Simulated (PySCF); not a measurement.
Al(H)2(SH) (AlH3S), SMILES [SH][AlH2]. Atoms are numbered in the order given.

```xyz
5

Al    -0.0048     1.1163     0.0000
H      1.3773     1.8791     0.0000
H     -1.4192     1.8218     0.0000
S      0.0847    -1.0630     0.0000
H     -1.2516    -1.2051     0.0000
```
Charge 0, spin multiplicity 1.

The structure is a stationary point at PBE0-D3(BJ)/def2-TZVP.

These are PBE0/def2-TZVPD run with PySCF values and carry that method's errors.

The molecule is in vacuum.

Computed frontier levels, gap, dipole moment and polarisability:
```
Property                                                                                                       Result
---------------------------------------------------------------------------------------------  ----------------------
highest occupied level                                                                                       -7.88 eV
lowest empty level                                                                                           -1.44 eV
orbital gap                                                                                                   6.44 eV
dipole moment                                                                                                  0.95 D
quadrupole, principal values (traceless, Buckingham form, about the centre of nuclear charge)   -3.66, 0.83, 2.83 D·Å
mean static polarisability                                                                       52.5 bohr³ (7.78 Å³)
polarisability, principal values                                                               44.2, 49.9, 63.4 bohr³
```
